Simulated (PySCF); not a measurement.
## Orbital picture of TlF

BLYP at R = 2.100 Å; PySCF, scalar-relativistic core potentials, basis sets Tl def2-SVP with ECP60, F def2-SVP. State: ¹Σ⁺ (singlet), closed shell. Only the outer orbitals are listed, counted within each symmetry, core potentials removing the inner ones.

| orbital | occ. | ε (eV) | on Tl (%) | main shells (%) |
| --- | --- | --- | --- | --- |
| 6σ | 2 | -9.75 | 77 | 77 Tl s, 21 F p |
| 3π | 2 | -6.56 | 8 | 92 F p |
| 3π | 2 | -6.56 | 8 | 92 F p |
| 7σ | 2 | -6.19 | 36 | 64 F p, 20 Tl s, 14 Tl p |
| 4π | 0 | -2.04 | 95 | 94 Tl p |
| 4π | 0 | -2.04 | 95 | 94 Tl p |
| 8σ | 0 | -0.25 | 96 | 89 Tl p |

**Question.** Which are the highest filled and the lowest empty level, where do they sit, and how wide is the gap?

**Answer.** Highest filled 7σ at -6.19 eV (in %: 64 F p, 20 Tl s, 14 Tl p); lowest empty 4π at -2.04 eV (in %: 94 Tl p); the gap at BLYP is 4.15 eV.

```
bond order (Mayer)                              : 1.02
⟨S²⟩                                            : 0.000
charge on Tl (Mulliken, basis-dependent)        : 0.41
charge on Tl (Löwdin, basis-dependent)          : 0.32
dipole moment (positive dipole means Tl(−)F(+)) : -3.22 D
```

Spin–orbit coupling is left out, which matters for elements this heavy, above all for dissociation energies.
